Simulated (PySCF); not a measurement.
State search for KBe

Unrestricted PBE0; K 3-21G, Be 3-21G; no relativity (PySCF 2.14). Outer shells of the fragments: K 4s1; Be 2s2.

Followed along the bond (rough minima from three points):

```csv
2Ms+1,unpaired,⟨S²⟩ at the start,R at minimum (Å),Te (eV)
2,σ ↑,0.77,3.51,0.00
2,π ↑,0.75,2.98,0.72
4,"σ ↑↑, π ↑",3.75,3.44,2.25
```

Solutions found at the starting distance of 2.905 Å, counted from the lowest of them; the search is not exhaustive and high or unbound solutions are not listed, so other states can lie among these:

| 2Ms+1 | unpaired | term | E (eV) | ⟨S²⟩ | ⟨Lz²⟩ | μ (D) |
| --- | --- | --- | --- | --- | --- | --- |
| 2 | σ ↑ | ²Σ⁺ | 0.00 | 0.77 | 0.00 | -2.49 |
| 2 | π ↑ | ²Π | 0.54 | 0.75 | 1.00 | -6.81 |
| 4 | σ ↑↑, π ↑ | ⁴Π | 2.20 | 3.75 | 1.00 | -5.28 |
| 4 | σ ↑, π ↑↑ | ⁴Σ⁻ | 2.51 | 3.75 | 0.00 | -8.21 |
| 4 | σ ↑↑↑ | ⁴Σ⁺ | 3.10 | 3.75 | 0.00 | 3.89 |
| 2 | σ ↑↑, π ↓ | mixed | 3.23 | 1.75 | 1.00 | -5.65 |
| 2 | σ ↑, π ↑↓ | mixed | 3.39 | 1.75 | 2.00 | -5.64 |
| 2 | σ ↑ | mixed | 3.76 | 1.21 | 2.00 | -2.81 |
| 4 | σ ↑, π ↑↑ | mixed | 4.26 | 3.75 | 2.00 | 1.99 |

A term symbol is given only where ⟨S²⟩ and ⟨Lz²⟩ are close to those of a pure state; real π, δ and φ orbitals otherwise mix terms. A positive dipole means K(−)Be(+).

Q: Compare the gap between the two lowest followed solutions at the starting distance with the gap between their minima.

A: At PBE0 the second solution (doublet, unpaired electrons π ↑) lies +0.54 eV from the first (doublet, unpaired electrons σ ↑) at 2.905 Å and +0.72 eV at the minima; the two curves relax by different amounts, since their minima lie near 2.98 and 3.51 Å.

Counting both spins, an empty level lies below a filled one in some of these solutions, because spin and occupation are held. 3-21G is very small, so such numbers show the basis as much as the molecule.
